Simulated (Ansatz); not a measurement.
Cost and result up the ladder for cyclo-(Me2GeNH)3 (C₆H₂₁Ge₃N₃) (33 atoms). The state is a singlet with charge 0. Geometry: PBE-D4/def2-SVP.

```tsv
atom	x (Å)	y (Å)	z (Å)
Ge1	-1.3948	0.5697	-1.1091
C2	-2.2248	2.3254	-1.4044
C3	-2.4891	-0.8741	-1.8885
N4	0.3187	0.4840	-1.8264
Ge5	1.7685	0.2718	-0.6665
C6	3.3060	-0.3232	-1.7327
C7	2.0561	1.9737	0.2572
N8	1.4329	-1.0159	0.6468
Ge9	-0.1484	-0.8867	1.6135
C10	-1.0008	-2.6632	1.6654
C11	0.1587	-0.1838	3.4206
N12	-1.1511	0.3989	0.7222
H13	-1.5841	3.1194	-0.9736
H14	-2.3355	2.5164	-2.4901
H15	-3.2282	2.3764	-0.9358
H16	-3.5217	-0.8348	-1.4886
H17	-2.0530	-1.8621	-1.6412
H18	-2.5388	-0.7777	-2.9923
H19	0.3856	-0.0889	-2.6751
H20	3.1028	-1.3050	-2.2053
H21	4.2022	-0.4231	-1.0896
H22	3.5238	0.4115	-2.5327
H23	2.9013	1.8939	0.9683
H24	2.2608	2.7826	-0.4707
H25	1.1357	2.2252	0.8194
H26	1.6565	-1.9724	0.3499
H27	-1.9451	-2.6198	2.2435
H28	-0.3310	-3.4042	2.1471
H29	-1.2342	-3.0107	0.6398
H30	0.7157	0.7713	3.3577
H31	-0.8006	-0.0061	3.9469
H32	0.7576	-0.9013	4.0151
H33	-1.7014	1.0325	1.3093
```

Ansatz on 4 threads of Intel Xeon 6975P-C on a shared host. Times are rough, and most runs start from the orbitals of an earlier one. PBE0-D4/def2-SVP serves as the yardstick here, not as an exact answer. Differences are given only for rows in sets of like size (and for xTB, whose basis is part of the method), since another set adds its own error. Binding counts from free atoms at the same level (Ge triplet, C triplet, N quartet, H doublet; other spins of the atoms weren't run), without zero-point energy or a counterpoise term.

The 6-31G sets use Cartesian d functions. B3LYP takes the VWN-RPA correlation. Correlated methods freeze 36 core orbitals; core or outer-core shells of Ge are correlated, in sets that lack core-valence functions.

Correlated methods converge slowly with the basis, most of all in double-zeta sets.

```csv
level,functions,wall time
HF/6-31G,210,4 s
PBE-D4/def2-SVP (with forces),327,5.5 s
B3LYP-D4/6-31G,210,6 s
r2SCAN-D4/def2-SVP,327,8 s
PBE0-D4/def2-SVP,327,9.5 s
MP2/def2-SVP,327,13 s
```

(1) Estimate what each level gives for the binding energy per atom (eV).

Answers

(1) 
```json
{"level": "HF/6-31G", "binding energy per atom (eV)": "2.66", "difference from PBE0-D4/def2-SVP (eV)": "–"}
{"level": "PBE-D4/def2-SVP (with forces)", "binding energy per atom (eV)": "3.91", "difference from PBE0-D4/def2-SVP (eV)": "0.05"}
{"level": "B3LYP-D4/6-31G", "binding energy per atom (eV)": "3.80", "difference from PBE0-D4/def2-SVP (eV)": "–"}
{"level": "r2SCAN-D4/def2-SVP", "binding energy per atom (eV)": "3.85", "difference from PBE0-D4/def2-SVP (eV)": "-0.02"}
{"level": "PBE0-D4/def2-SVP", "binding energy per atom (eV)": "3.87", "difference from PBE0-D4/def2-SVP (eV)": "0.00"}
{"level": "MP2/def2-SVP", "binding energy per atom (eV)": "3.67", "difference from PBE0-D4/def2-SVP (eV)": "-0.20"}
```
